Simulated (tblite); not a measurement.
Species: C₈H₆OS.
Z-matrix (Å and degrees, GFN2-xTB geometry), rows numbered from 1:
```
O 
C   1  1.2216
C   2  1.4600  1  119.38
C   3  1.3521  2  131.17  1  -159.56
C   4  1.4178  3  128.92  2    -1.80
C   5  1.3625  4  127.61  3   -11.80
C   6  1.4076  5  127.98  4    -1.03
C   7  1.3708  6  130.85  5    12.51
C   8  1.4387  2  113.38  1   -18.61
S   9  1.6302  8  125.93  2  -179.68
H   3  1.0842  2  111.20  1    15.49
H   4  1.0838  3  116.45  2   175.63
H   5  1.0826  4  115.31  3   170.71
H   6  1.0828  5  116.90  4  -177.56
H   7  1.0866  6  115.04  5  -169.30
H   9  1.0858  8  115.27  2    -0.25
```

Computed with GFN2-xTB (tblite): harmonic, unscaled wavenumbers at the GFN2-xTB geometry, gas phase. The method is semi-empirical: single wavenumbers can be off by several per cent or more. One conformer, not necessarily the lowest.

Harmonic wavenumbers (cm⁻¹): 38.2, 92.6, 145.6, 173.3, 269.2, 297.5, 318.4, 401.2, 432.0, 509.5, 545.0, 628.4, 697.2, 739.8, 767.8, 809.4, 836.1, 853.0, 915.2, 936.0, 948.3, 984.1, 1009.6, 1092.2, 1192.1, 1200.8, 1260.3, 1268.4, 1281.8, 1351.9, 1365.4, 1432.6, 1493.1, 1581.2, 1618.5, 1653.9, 3004.0, 3014.2, 3042.5, 3055.5, 3058.9, 3069.8.

A = 2049, B = 836.9, C = 604.0 MHz; mass 150.014 u (most abundant isotopes); point group C1, symmetry number 1.

Q: What is the zero-point energy?

A: ½Σν̃ = 24692 cm⁻¹ = 70.60 kcal/mol.

Q: Give the ideal-gas entropy at 400 K and 1 bar in the rigid-rotor, harmonic-oscillator model (classical rotation).

A: Translation 42.41, rotation 30.99, vibration 33.32: S = 106.7 cal/(mol K).

Q: And Cp and H(400 K) − H(0)?

A: Cp = 44.11 cal/(mol K), of which vibrations give 36.16 (their classical limit is 42 R = 83.5); H(400 K) − H(0) = 10.26 kcal/mol without the zero-point energy, 7.08 from vibrations.

Q: How do the functions run with temperature in this model?

A: 
```tsv
T (K)	S (cal/(mol K))	Cp (cal/(mol K))	H − H(0) (kcal/mol)	G − H(0) (kcal/mol)	ln q(vib)
150	76.6	20.8	2.12	-9.38	2.45
250	89.4	30.2	4.66	-17.70	4.56
298.15	95.2	34.9	6.23	-22.14	5.61
600	127.4	57.6	20.54	-55.89	12.31
900	153.2	69.6	39.80	-98.12	18.68
```

q(vib) and H(0) count from the zero-point level.

Q: Blend soft modes into free rotors: weight 1/[1 + (100 cm⁻¹/ν̃)⁴] for the oscillator and the rest for a rotor with moment μB/(μ + B), μ = h/(8π²ν), B = 10⁻⁴⁴ kg m². What vibrational entropy results?

A: 30.86 cal/(mol K) in place of 33.32, which changes −T·S at 400 K by +0.99 kcal/mol.

Hindered rotation and anharmonicity are outside this model. Other conformers, if any are populated, would add a mixing term that is left out. The structure is chiral; the term R ln 2 for an equal mix with its mirror image is left out.

Hardware: one thread of an Arm Neoverse V1, shared host with 32 logical CPUs at a one-minute load of 11. Cost: 0.63 s of wall time. This covers the Hessian and the dipole derivatives.
